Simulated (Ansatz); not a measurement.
`[F][GeH2][AlH2]` + `C=O` → `O=[CH][GeH2][AlH2]` + H–F  (formal exchange of groups at a Ge–F bond)

Isolated molecules relaxed with PBE0-D4/def2-TZVP in Ansatz; ΔE leaves out vibrations. CCSD(T)/CBS is the MP2 limit (def2-TZVPP, def2-QZVPP) plus CCSD(T) − MP2 in def2-TZVPP, frozen cores. This one scheme is used for every species. DFT in def2-TZVPP. HSE06 is defined as in plane-wave codes. For Ge outer-core shells are correlated without core-valence functions, which leaves a few kJ/mol of doubt a bond. Scalar relativity is left out up to krypton. One conformer a species, not always the lowest.

`[F][GeH2][AlH2]`:

```xyz
7

F    -1.210   -0.765    1.738
Ge   -0.853   -0.562    0.029
Al    1.222    0.804   -0.175
H    -0.762   -2.004   -0.520
H    -2.134    0.073   -0.560
H     1.763    1.133   -1.630
H     1.974    1.320    1.118
```

`C=O`:

```xyz
4

C     0.003    0.002   -0.003
O    -0.825   -0.436    0.739
H    -0.032   -0.179   -1.096
H     0.854    0.614    0.361
```

`O=[CH][GeH2][AlH2]`:

Z-matrix (Å, degrees):
```
Ge
C 1 2.013
Al 1 2.482 2 109.4
H 1 1.545 2 105.8 3 119.8
H 1 1.538 2 106.9 3 -124.7
O 2 1.199 1 123.2 3 89.5
H 2 1.116 1 116.8 3 -88.8
H 3 1.586 1 118.5 2 53.7
H 3 1.585 1 121.0 2 -125.6
```

H–F:

Z-matrix (Å, degrees):
```
F
H 1 0.920
```

(1) Is it downhill or uphill in electronic energy at CCSD(T)/CBS, and by how much? (An estimate is asked.)

(2) What do these levels give: PBE-D4, HSE06-D4, BHLYP-D4, B2PLYP, MP2/def2-SVP, CCSD(T)/def2-SVP? (An estimate is asked.)

Largest T1 diagnostic among the species: 0.015.

## Answers

(1) Ansatz gave: Uphill: ΔE = +60.1 kJ/mol.

(2) The calculation gave: PBE-D4 53.0, HSE06-D4 57.3, BHLYP-D4 76.5, B2PLYP 72.3, MP2/def2-SVP 77.0, CCSD(T)/def2-SVP 77.6 kJ/mol.

Leaving LDA and LC-ωPBE aside and taking each functional with its dispersion term where it has one, the values, not all of them listed here, spread over 24.0 kJ/mol, from revPBE-D4 to BHLYP-D4. LDA lies −12.8 kJ/mol from PBE without D4. The D4 term adds −6.2 kJ/mol with B3LYP and −3.5 kJ/mol with PBE0; it sums over pairs of atoms, weighted by their polarisabilities, and B3LYP, whose exchange is more repulsive, gets the larger term. From PBE to PBE0 (25 % exact exchange), in def2-TZVPP and without D4, ΔE moves by +4.5 kJ/mol.

B3LYP here is the variant with VWN-RPA as its local correlation; programs differ in this.
